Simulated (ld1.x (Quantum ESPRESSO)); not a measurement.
An all-electron radial function and its pseudo partner (Al)

Columns: radius, all-electron u(r) and pseudo u(r) of the 2p shell (level -78.18 eV) of aluminium in the configuration [He] 2s2 2p6 3s2 3p0; BP86, non-relativistic, TM semilocal scheme, ld1.x (Quantum ESPRESSO) 7.5.

| r (bohr) | all-electron | pseudo |
| --- | --- | --- |
| 0.045 | 0.1044 | 0.0497 |
| 0.090 | 0.3177 | 0.1903 |
| 0.135 | 0.5502 | 0.3974 |
| 0.180 | 0.7605 | 0.6355 |
| 0.225 | 0.9325 | 0.8663 |
| 0.270 | 1.0624 | 1.0574 |
| 0.315 | 1.1523 | 1.1903 |
| 0.360 | 1.2067 | 1.2623 |
| 0.405 | 1.2314 | 1.2834 |
| 0.450 | 1.2322 | 1.2690 |
| 0.495 | 1.2143 | 1.2345 |
| 0.540 | 1.1824 | 1.1904 |
| 0.585 | 1.1403 | 1.1422 |
| 0.630 | 1.0910 | 1.0912 |
| 0.675 | 1.0371 | 1.0371 |
| 0.720 | 0.9805 | 0.9805 |
| 0.765 | 0.9226 | 0.9226 |
| 0.810 | 0.8648 | 0.8648 |
| 0.855 | 0.8078 | 0.8078 |
| 0.900 | 0.7523 | 0.7523 |
| 0.945 | 0.6987 | 0.6987 |
| 0.990 | 0.6475 | 0.6475 |
| 1.035 | 0.5989 | 0.5989 |
| 1.080 | 0.5529 | 0.5529 |
| 1.125 | 0.5096 | 0.5096 |
| 1.170 | 0.4690 | 0.4690 |

Task: How many radial nodes do the two functions have?

Result: The all-electron 2p function has n − l − 1 = 0; the pseudo-wave has 0.

Task: At about which radius was the pseudo-wave matched?

Result: 0.70 bohr. The columns agree to 0.0005 from 0.63 bohr on; several derivatives are matched, so the curves merge somewhat inside the radius.

Task: Where does each function peak?

Result: Outermost all-electron maximum near 0.45 bohr, pseudo maximum near 0.41 bohr (to the table’s step).

Task: Is the pseudo-wave norm-conserving?

Result: Yes: the TM semilocal scheme keeps the norm inside the radius equal to the all-electron one, which fixes the energy derivative of the logarithmic derivative at the level.
